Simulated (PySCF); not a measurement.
## Atomic charges against the basis set

Species: C₂H₈BF₂N.
Bonds: N1–B2, B2–C3, C3–C4, C4–F5, C4–F6. Hydrogens: H7, H8, H9 on N1; H10, H11 on B2; H12, H13 on C3; H14 on C4.

PBE0 throughout (PySCF), one geometry, spherical d and f functions. Geometry: PBE0-D3(BJ)/def2-SVP, one conformer, isolated molecule. Atoms taken as equivalent share a column and are averaged. The first 7 of 9 kinds of atom are listed.

Mulliken charges (e):

```tsv
basis	functions	N1	B2	C3	C4	F5/F6	H7/H8/H9	H10/H11
STO-3G	38	-0.416	+0.060	-0.263	+0.132	-0.139	+0.265	-0.108
6-31G	70	-0.877	+0.203	-0.513	+0.389	-0.340	+0.377	-0.081
pcSseg-0	70	-0.829	+0.178	-0.862	+0.471	-0.379	+0.362	-0.002
6-31G*	100	-0.873	+0.073	-0.523	+0.490	-0.347	+0.392	-0.069
cc-pVDZ	124	+0.063	-0.164	-0.117	+0.332	-0.234	+0.133	-0.076
def2-SVP	124	-0.030	-0.148	-0.158	+0.388	-0.263	+0.160	-0.068
6-311+G(2d,p)	210	-0.689	+0.035	-0.496	+0.339	-0.278	+0.327	-0.036
aug-cc-pVDZ	210	-0.072	-1.288	+0.317	+1.231	-0.519	+0.094	+0.670
def2-TZVP	234	-0.410	-0.249	-0.294	+0.265	-0.223	+0.286	-0.020
IGLO-III	290	-0.583	+0.043	-0.361	+0.283	-0.261	+0.312	-0.071
cc-pVTZ	292	-0.029	-0.261	-0.286	+0.321	-0.224	+0.165	-0.018
pcSseg-2	328	-0.239	+0.097	-0.200	+0.474	-0.306	+0.187	-0.095
```

IAO charges (e):

```csv
basis,functions,N1,B2,C3,C4,F5/F6,H7/H8/H9,H10/H11
STO-3G,38,-0.366,-0.159,-0.416,+0.174,-0.166,+0.272,-0.039
6-31G,70,-0.442,-0.203,-0.425,+0.384,-0.309,+0.302,-0.029
pcSseg-0,70,-0.414,-0.217,-0.430,+0.386,-0.303,+0.296,-0.028
6-31G*,100,-0.424,-0.191,-0.419,+0.440,-0.320,+0.295,-0.035
cc-pVDZ,124,-0.416,-0.212,-0.419,+0.439,-0.321,+0.295,-0.030
def2-SVP,124,-0.407,-0.208,-0.414,+0.441,-0.322,+0.293,-0.033
"6-311+G(2d,p)",210,-0.438,-0.210,-0.429,+0.441,-0.331,+0.302,-0.028
aug-cc-pVDZ,210,-0.434,-0.213,-0.427,+0.442,-0.331,+0.301,-0.028
def2-TZVP,234,-0.438,-0.209,-0.431,+0.449,-0.332,+0.302,-0.029
IGLO-III,290,-0.440,-0.210,-0.431,+0.444,-0.332,+0.302,-0.028
cc-pVTZ,292,-0.438,-0.210,-0.431,+0.447,-0.330,+0.302,-0.029
pcSseg-2,328,-0.439,-0.208,-0.431,+0.448,-0.332,+0.302,-0.029
```

Some averages cover members that differ in this geometry, most widely: H7/H8/H9, Mulliken in aug-cc-pVDZ +0.013 to +0.136; H10/H11, Mulliken in aug-cc-pVDZ +0.628 to +0.711; F5/F6, Mulliken in def2-SVP -0.279 to -0.247; F5/F6, Mulliken in cc-pVDZ -0.249 to -0.220 e.

Q: Which scheme is steadiest as the basis changes?

A: Largest range over the bases for any column: IAO 0.27 e, Mulliken 1.49 e. IAO charges move least and Mulliken charges most, counted in e. Without the minimal STO-3G basis the ranges are IAO 0.07, Mulliken 1.49 e.

Q: How much do the charges still move between the two largest bases, cc-pVTZ and pcSseg-2?

A: At most, over all atoms: Mulliken 0.358 e, IAO 0.002 e.

Q: What do the same runs give for the total energy, the frontier levels and the dipole moment?

A: 
```csv
basis,energy (Eh),HOMO (eV),LUMO (eV),μ (D)
STO-3G,-355.1066,-4.65,8.04,4.52
6-31G,-359.8602,-7.37,1.53,3.11
pcSseg-0,-359.1325,-7.60,1.17,3.15
6-31G*,-359.9374,-7.36,1.63,3.29
cc-pVDZ,-359.9707,-7.47,1.01,3.21
def2-SVP,-359.6848,-7.49,1.02,3.22
"6-311+G(2d,p)",-360.0709,-7.68,-0.35,2.90
aug-cc-pVDZ,-360.0016,-7.65,-0.53,2.89
def2-TZVP,-360.1028,-7.65,0.36,3.00
IGLO-III,-360.1128,-7.67,0.01,2.92
cc-pVTZ,-360.0894,-7.64,0.44,3.03
pcSseg-2,-360.1039,-7.67,-0.04,2.94
```

The dipole is fixed by the density alone, so its range of 1.63 D shows that the density itself changes with the basis, not only its division among atoms.
